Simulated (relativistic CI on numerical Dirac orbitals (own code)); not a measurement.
**Radial parameters of Sc VI**

Calculated at this level of theory: Dirac-Coulomb-Breit CI, KLI orbitals optimised for each configuration, model QED (radiative potential, 1s self-energy scaled to tabulated hydrogen-like ionisation energies), valence Slater integrals scaled by 0.85, P86 correlation energy added to each configuration (own radial code, finite nucleus).

Slater integrals F^k, G^k are unscaled and averaged over j, outside the closed core [Ne]; ζ comes from projecting the Hamiltonian with its Breit term on Σ l·s of the shell.

- 3s2 3p4: F^2(3p,3p) = 95128, ζ(3p) = 3144.3 cm⁻¹; <r>(3p) = 1.058, <r^2>(3p) = 1.296 (bohr units).
- 3s 3p5: G^1(3s,3p) = 127550, ζ(3p) = 3139.8 cm⁻¹; <r>(3s) = 1.013, <r^2>(3s) = 1.172, <r>(3p) = 1.059, <r^2>(3p) = 1.298 (bohr units).
- 3s2 3p3 3d: F^2(3p,3p) = 95238, ζ(3p) = 3173.7, F^2(3p,3d) = 89628, G^1(3p,3d) = 110010, G^3(3p,3d) = 68411, ζ(3d) = 133.09 cm⁻¹; <r>(3p) = 1.057, <r^2>(3p) = 1.293, <r>(3d) = 1.126, <r^2>(3d) = 1.507 (bohr units).

Averages of the first 10 configurations, taken without configuration mixing, which lowers the lowest level and can move excited configurations by several eV; other configurations of the list can lie among them:

| Configuration | Parity | States | Average energy above the lowest level (eV) |
| --- | --- | --- | --- |
| 3s2 3p4 | even | 15 | 3.8 |
| 3s 3p5 | odd | 12 | 30.9 |
| 3s2 3p3 3d | odd | 200 | 38.9 |
| 3p6 | even | 1 | 62.3 |
| 3s 3p4 3d | even | 300 | 64.1 |
| 3s2 3p3 4s | odd | 40 | 61.7 |
| 3s2 3p3 4p | even | 120 | 69.1 |
| 3p5 3d | odd | 60 | 93.6 |
| 3s 3p3 3d2 | odd | 1800 | 98.5 |
| 3s2 3p3 4d | odd | 200 | 79.4 |
